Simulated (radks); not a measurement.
These are the eigenvalues of the occupied orbitals of an atom or ion with whole-number occupations (hartree). All-electron calculation, scalar-relativistic Kohn-Sham, r2SCAN, spin-polarised, spherical densities, finite nucleus; meta-GGA in the generalised Kohn-Sham scheme; Fermi nuclear charge, rms radius of each element as measured or else 0.836 A^(1/3) + 0.57 fm. Program: a radial shooting solver on a logarithmic mesh with Libxc functionals.

| orbital | eigenvalue |
|---|---|
| 1s down | -303.4882 |
| 1s up | -303.4878 |
| 2s up | -37.18013 |
| 2s down | -37.12679 |
| 2p up | -32.02160 |
| 2p down | -31.98123 |
| 3s up | -4.98799 |
| 3s down | -4.87966 |
| 3p up | -3.47584 |
| 3p down | -3.36851 |
| 3d up | -1.08854 |
| 3d down | -0.98873 |

Which element is it, and in what charge state? The configuration may be excited. Open shells, if any, are filled with parallel spins first.

Answer. Z = 28, nickel, charge +2: Ni2+ in [Ar] 3d8. The list shows which subshells hold electrons but not how many an open one holds; the 1s level, -303.49 hartree, gives Z - s = 24.6 by -(Z - s)^2/2, which with screening and relativity narrows Z to a few neighbours, and the depths of the outer levels then fix element, charge and occupations together.
